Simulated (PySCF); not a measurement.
Bond stretch in N2 (cation, charge +1), doublet.

Computed with: UKS-LDA (SVWN5)/6-31G* = unrestricted LDA (SVWN5)/6-31G*, spherical d in PySCF; ROHF/cc-pVTZ (PySCF); UKS-BHandHLYP = unrestricted BHandHLYP/cc-pVTZ in PySCF 2.14.0; UKS-BLYP = PySCF with unrestricted BLYP/cc-pVTZ.

Energies are in kJ/mol, each relative to the lowest point of its own curve near equilibrium.

| R / Å | UKS-LDA (SVWN5)/6-31G* | ROHF | UKS-BHandHLYP | UKS-BLYP |
|---|---|---|---|---|
| 0.88 | 725.8 | 547.8 | 577.1 | 645.5 |
| 0.93 | 397.5 | 271.0 | 295.1 | 349.0 |
| 0.99 | 159.0 | 84.1 | 100.3 | 136.3 |
| 1.04 | 53.1 | 14.3 | 23.0 | 43.5 |
| 1.07 | 19.3 | 0.0 | 3.6 | 14.7 |
| 1.10 | 2.9 | 1.7 | 0.0 | 1.6 |
| 1.12 | 0.0 | 10.1 | 3.7 | 0.0 |
| 1.16 | 9.7 | 41.1 | 19.9 | 10.6 |
| 1.21 | 43.8 | 99.9 | 52.1 | 43.3 |
| 1.29 | 130.0 | 222.2 | 121.7 | 123.2 |

At the longest distance, 1.29 Å, ROHF lies highest above its minimum (222.2 kJ/mol) and UKS-BHandHLYP lowest (121.7 kJ/mol).

The scan ran from 0.88 to 4.39 Å; beyond the distances shown one of the unrestricted levels run for this scan, shown here or not, changes its spin distribution in one step.
